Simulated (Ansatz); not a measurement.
Cost and result for the atomization energy of C4H8BF, SMILES `C=CCB(C)F` (14 atoms, 13 bonds).

Z-matrix (Å, degrees):
```
C
C 1 1.499
B 1 1.576 2 106.6
H 1 1.092 2 110.2 3 -121.1
H 1 1.096 2 109.8 3 118.9
C 2 1.327 1 125.2 3 105.7
H 2 1.088 1 115.8 3 -71.6
C 3 1.559 1 124.4 2 -101.0
F 3 1.336 1 116.7 2 77.5
H 6 1.086 2 121.6 1 2.7
H 6 1.084 2 121.4 1 -178.0
H 8 1.094 3 111.2 1 40.5
H 8 1.091 3 113.5 1 164.4
H 8 1.098 3 108.7 1 -75.6
```

The species carries charge 0 and has multiplicity 1. The geometry is a stationary point of PBE0-D4/def2-TZVP. It is one conformer, not always the lowest. Program: Ansatz. All runs use 4 threads of an Intel Xeon Platinum 8488C on a shared host. Times are those of one run each, without the atoms' runs, and a repeat can differ threefold. Electronic energies, without spin–orbit coupling; frozen cores. CCSD(T)/CBS adds CCSD(T) − MP2 in def2-TZVPP to the MP2 limit, and its time is that of the two runs behind it. T1 = 0.012.

CCSD(T)/CBS is a level of theory with its own doubt, some kJ/mol a heavy atom from the limit and from the frozen cores, so smaller differences don't rank the functionals.

```tsv
level	functions	wall time	atomization (kJ/mol)	difference from CCSD(T)/CBS	per bond
LDA (SPW92)/def2-TZVPP	298	1.1 s	6662.9	814.0	62.6
revPBE-D4/def2-TZVPP	298	1.7 s	5855.7	6.8	0.5
PBE0-D4/def2-TZVPP	298	2.5 s	5909.0	60.1	4.6
r2SCAN-D4/def2-TZVPP (with forces)	298	3.4 s	5893.5	44.6	3.4
r2SCANh-D4/def2-TZVPP	298	3.5 s	5865.0	16.1	1.2
B2PLYP/def2-TZVPP	298	4.9 s	5821.0	-27.9	-2.1
PBE-QIDH/def2-TZVPP	298	5.5 s	5862.3	13.4	1.0
B97M-V/def2-TZVPP	298	6 s	5887.0	38.1	2.9
ωB97X-V/def2-TZVPP	298	6 s	5862.3	13.4	1.0
CCSD(T)/def2-SVP	124	7 s	5646.9	-202.0	-15.5
MP2/def2-QZVPP	582	25 s	5898.3	49.4	3.8
CCSD(T)/def2-TZVPP	298	7.2 min	5728.3	-120.6	-9.3
CCSD(T)/CBS(def2)	–	7.6 min	5848.9	0.0	0.0
```

From BLYP to BHLYP (50 % exact exchange), in def2-TZVPP and without D4, the atomization energy moves by −97.2 kJ/mol: exact exchange takes away binding that semilocal exchange gives to molecules. At CCSD(T), def2-SVP lies −202.0 kJ/mol from the extrapolated value and def2-TZVPP −120.6 kJ/mol: correlation converges slowly with the basis, and small sets miss more of it in the bonded molecule than in its fragments. The D4 term adds +39.7 kJ/mol with B3LYP and +21.1 kJ/mol with PBE0; it sums over pairs of atoms, weighted by their polarisabilities, and B3LYP, whose exchange is more repulsive, gets the larger term.

B3LYP here is the variant with VWN-RPA as its local correlation; programs differ in this.
